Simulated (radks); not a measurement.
Tm III, 67 electrons, occupied as [Kr] 4d10 4f13 5s2 5p5 5f1 (not the ground configuration). Method: Dirac Kohn-Sham, PBE, spin-unpolarised, spherical densities, finite nucleus; open shells fill j = l - 1/2 first; Fermi nuclear charge, rms radius 5.2256 fm; computed with a radial shooting solver on a logarithmic mesh with Libxc functionals.

Radial electron density D(r) = 4 pi r^2 rho(r):

r (bohr)  D(r) (e/bohr)
0.004276          45.14
0.005889          62.87
0.008175          81.16
0.01126           93.57
0.0155            95.31
0.02135           88.13
0.02964           85.74
0.04081           102.0
0.05621           122.5
0.0774            115.1
0.1066            95.13
0.148             106.7
0.2038            102.5
0.2806            60.14
0.3865            56.98
0.5365            58.51
0.7388            32.00
1.017             16.15
1.401             8.936
1.93              3.023
2.679            0.5062
3.689            0.1697
5.08             0.2135
6.996            0.1420
9.711           0.02848
13.37          0.001322

D(r) has 5 maxima, at r = 0.0139, 0.0614, 0.171, 0.468, 5.20 bohr, and minima at 0.0267, 0.112, 0.329, 3.66 bohr, inside which lie 2.01, 11.14, 29.63, 66.12 electrons.
